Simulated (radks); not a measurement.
Question: Numerical settings for the cobalt ion Co14+, [Ne] 3s2 3p1. All-electron calculation, scalar-relativistic Kohn-Sham, PBE, spin-unpolarised, spherical densities, finite nucleus; Fermi nuclear charge, rms radius 3.7875 fm. Program: a radial shooting solver on a logarithmic mesh with Libxc functionals. The defaults (mesh step 0.008 in ln r, mesh end at 40 bohr or more with all orbitals vanishing there, Anderson mixing 0.5 over 9 steps, residual threshold near 1e-9 with the energy settled to 1e-9 hartree or 1e-11 of itself, here a cap of 93 iterations) give E = -1302.3964 hartree and 3p at -423.83 eV in 15 iterations. Run on one thread of a shared host, so times are rough (Intel(R) Xeon(R) Platinum 8559C): 0.05 s of CPU time, 0.05 s wall, 15 iterations on 2189 mesh points. One setting is changed at a time: mesh step in ln r 0.12; mesh step in ln r 0.02; mesh step in ln r 0.08; mesh end (bohr) 8; mesh end (bohr) 1; residual threshold 1e-05; residual threshold 0.01; mixing 0.01; linear mixing, mixing 0.2; linear mixing, mixing 1; mixing history 2; iteration cap 3. Which runs fail to converge, and which converge to a wrong energy?

Answer: Not converged within the cap: mesh step in ln r 0.12; mesh step in ln r 0.08; linear mixing, mixing 1; iteration cap 3. Settings that end as converged yet miss the energy by more than 1 mhartree: mesh end (bohr) 1 (+5.56 hartree).
